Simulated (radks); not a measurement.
Isoelectronic series with 15 electrons, each ion in its NIST ground configuration. Method: Dirac Kohn-Sham, PBE, spin-unpolarised, spherical densities, finite nucleus; open shells fill j = l - 1/2 first; Fermi nuclear charge, rms radius of each element as measured or else 0.836 A^(1/3) + 0.57 fm; computed with a radial shooting solver on a logarithmic mesh with Libxc functionals. Total energies (hartree) and orbital eigenvalues (Ry) (* marks an orbital that is empty in some or all of the ions):

Ca5+: configuration [Ne] 3s2 3p3; E (hartree) -672.09615; 3d3/2* -4.82890; 3p3/2 -7.05107; 3p1/2 -7.08803; 3s1/2 -8.57243; 2p3/2 -30.52231
V8+: configuration [Ne] 3s2 3p3; E (hartree) -926.28283; 3d3/2* -10.79484; 3p3/2 -13.86395; 3p1/2 -13.94950; 3s1/2 -15.95571; 2p3/2 -49.55510
Fe11+: configuration [Ne] 3s2 3p3; E (hartree) -1222.85112; 3d3/2* -18.83568; 3p3/2 -22.72051; 3p1/2 -22.88927; 3s1/2 -25.42094; 2p3/2 -73.13796
Cu14+: configuration [Ne] 3s2 3p3; E (hartree) -1562.19099; 3d3/2* -28.92249; 3p3/2 -33.60776; 3p1/2 -33.90772; 3s1/2 -36.97011; 2p3/2 -101.2544
Ge17+: configuration [Ne] 3s2 3p3; E (hartree) -1944.76908; 3d3/2* -41.04448; 3p3/2 -46.52260; 3p1/2 -47.01756; 3s1/2 -50.61731; 2p3/2 -133.9011
Br20+: configuration [Ne] 3s2 3p3; E (hartree) -2371.12733; 3d3/2* -55.19889; 3p3/2 -61.46662; 3p1/2 -62.23876; 3s1/2 -66.38388; 2p3/2 -171.0808
Sr23+: configuration [Ne] 3s2 3p3; E (hartree) -2841.88273; 3d3/2* -71.38730; 3p3/2 -78.44415; 3p1/2 -79.59690; 3s1/2 -84.29667; 2p3/2 -212.8004
Nb26+: configuration [Ne] 3s2 3p3; E (hartree) -3357.73126; 3d3/2* -89.61408; 3p3/2 -97.46150; 3p1/2 -99.12254; 3s1/2 -104.3875; 2p3/2 -259.0696
Ru29+: configuration [Ne] 3s2 3p3; E (hartree) -3919.45345; 3d3/2* -109.8856; 3p3/2 -118.5265; 3p1/2 -120.8511; 3s1/2 -126.6932; 2p3/2 -309.9001
Ag32+: configuration [Ne] 3s2 3p3; E (hartree) -4527.92762; 3d3/2* -132.2098; 3p3/2 -141.6483; 3p1/2 -144.8229; 3s1/2 -151.2556; 2p3/2 -365.3058
